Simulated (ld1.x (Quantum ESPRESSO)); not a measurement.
Values are calculated unless marked as measured or tabulated.
# Potentials for N (Z = 7) compared

Generated with ld1.x 7.5 (TM, RRKJ, ultrasoft, PAW), atompaw 4.2 or ONCVPSP 4.0.1. The cutoff is in Ry: for ld1.x and atompaw files where the sum of valence levels is converged to 10 mRy in a Bessel basis, for ONCV files where the hardest occupied wave has 1 mHa per electron of residual kinetic energy. The error is the largest all-electron minus pseudo excitation energy over each file’s own four to seven test configurations (ionisations up to +4, promotions, holes and added fractions of an electron), all of which were solved. The labels leave out finer settings (local radius, basis sizes, second energies), which also bear on the numbers. Spin-polarised tests are not counted. The rows are a selection from randomly drawn settings: files with unsolved tests, undetermined cutoffs or missed reference levels are left out.

```tsv
potential	cutoff (Ry)	largest error (meV)	bound ghosts
PAW, LDA (PZ), scalar-relativistic, rc 1.15/1.80/1.60 (spd), local smoothed, core correction yes, reference 2s2 2p3	21	+17	none
PAW, PBE, non-relativistic, rc 0.80/2.35/2.40 (spd), local smoothed, core correction yes, reference 2s2 2p1	50	+27	none
PAW, PBE, non-relativistic, rc 0.95/1.15/0.85 (spd), local smoothed, core correction yes, reference 2s2 2p1	45	-16	none
TM, PBE, scalar-relativistic, rc 0.65/1.35 (sp), local s, core correction no, reference 2s2 2p1.5	180	+644	none
ultrasoft, LDA (PZ), non-relativistic, rc 1.05/2.10/2.40 (spd), local smoothed, core correction no, reference 2s2 2p3	15	+215	none
TM, PBEsol, scalar-relativistic, rc 1.00/1.30 (sp), local p, core correction yes, reference 2s2 2p2.5	70	+447	none
ultrasoft, LDA (PZ), scalar-relativistic, rc 0.85/2.30/2.65 (spd), local smoothed, core correction yes, reference 2s1.5 2p3.5	40	+546	none
PAW, BLYP, non-relativistic, rc 0.90/1.10 (sp), local smoothed, core correction yes, reference 2s2 2p3	50	-32	none
```

(1) Fill in the row for N: PAW, PBE, scalar-relativistic, rc 0.70/2.30 (sp), local smoothed, core correction yes, reference 2s2 2p3.

## Answers

(1) cutoff 70 Ry, largest error -16 meV, bound ghosts: none.
